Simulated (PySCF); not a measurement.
## [MgCl3]-: from structure and modes to constants

Method: PySCF, PBE0, basis Mg def2-TZVPD, Cl def2-TZVPD (no relativity, density fitting).

The singlet minimum has D3h symmetry. Masses (u): Mg 23.98504, Cl 34.96885.

```xyz
4
charge -1 multiplicity 1, angstrom
Mg    0.0000    0.0000    0.0000
Cl    2.2698    0.0000    0.0000
Cl   -1.1349    1.9658    0.0000
Cl   -1.1349   -1.9657    0.0000
```

Harmonic wavenumbers (cm⁻¹): 105.1 (e', ×2), 164.0 (a2'', ×1), 274.3 (a1', ×1), 448.7 (e', ×2).

Question: Find the principal moments of inertia and the rotational constants. What kind of rotor is it?

Answer: About the centre of mass I = 270.25, 270.25, 540.5 u Å². With B = 16.8576/I this gives 0.06238, 0.06238, 0.03119 cm⁻¹. The molecule is an oblate symmetric top.

Question: Give the standard entropy (298.15 K, 1 bar) by its translational, rotational, vibrational and spin parts, and Cp.

Answer: Sackur–Tetrode with M = 128.89 u gives 169.5; rotation with symmetry number 6 gives 106.3; vibration 51.8; spin R ln 1 = 0.0. The total is 327.6 J/(mol K), and Cp = 4 R + 42.8 = 76.0 J/(mol K).

This need not be the most stable arrangement of these atoms. The lowest empty level of this anion is unbound, so it and the gap depend on the basis.
